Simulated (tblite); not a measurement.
C5H5N3O.
SMILES with atom numbers: `[CH3:1][c:2]1[cH:3][c:4]([CH:5]=[O:6])[n:7][n:8][n:9]1` (hydrogens: H10, H11, H12 on C1; H13 on C3; H14 on C5)

Computed geometry: GFN2-xTB, gas phase.

Question: Give the optimised bond lengths and angles.

Answer: 
```csv
bond,length (Å)
C1–C2,1.487
C2–C3,1.398
C3–C4,1.390
C4–C5,1.484
C5=O6,1.200
C4–N7,1.337
N7–N8,1.284
N8–N9,1.290
C2–N9,1.332
"C1–H10, C1–H11, C1–H12",1.088
C3–H13,1.079
C5–H14,1.103
```

Bonds in one row agree within 0.01 Å and their mean is given. A selection of angles:
```csv
angle,degrees
C1–C2–C3,122.8
C1–C2–N9,117.6
C3–C2–N9,119.5
C2–C3–C4,115.4
C3–C4–C5,122.3
C3–C4–N7,120.9
C5–C4–N7,116.9
C4–C5–O6,123.9
C4–N7–N8,120.1
N7–N8–N9,122.7
C2–N9–N8,121.4
```

Dihedral angles: C3–C4–C5–O6 0° (synperiplanar).

N9 (pyridine-type nitrogen) is bent (angle 121.4°). The 9 heavy atoms lie in one plane (0.001 Å rms). Of the pairs four or more bonds apart, O6···H13 is among the closest relative to their van der Waals radii: 2.67 Å, 98 % of the sum of Bondi's values. The 4 C–C bonds span 1.390 Å (C3–C4, aromatic) to 1.487 Å (C1–C2, drawn single), a spread of 0.097 Å. The 6-membered ring C2–C3–C4–N7–N8–N9 has internal angles of 115.4° to 122.7°; it is planar, 0.00 Å rms from its mean plane, widest ring torsion 0°.

Point group: Cs (every atom within 0.08 Å of its image). Its GFN2-xTB frequencies are all real (lowest 45 cm⁻¹). The numbers are those of one conformer. 2 starts were optimised and ended at 0.00 and 0.03 kcal/mol (GFN2-xTB); the lowest of these is shown.
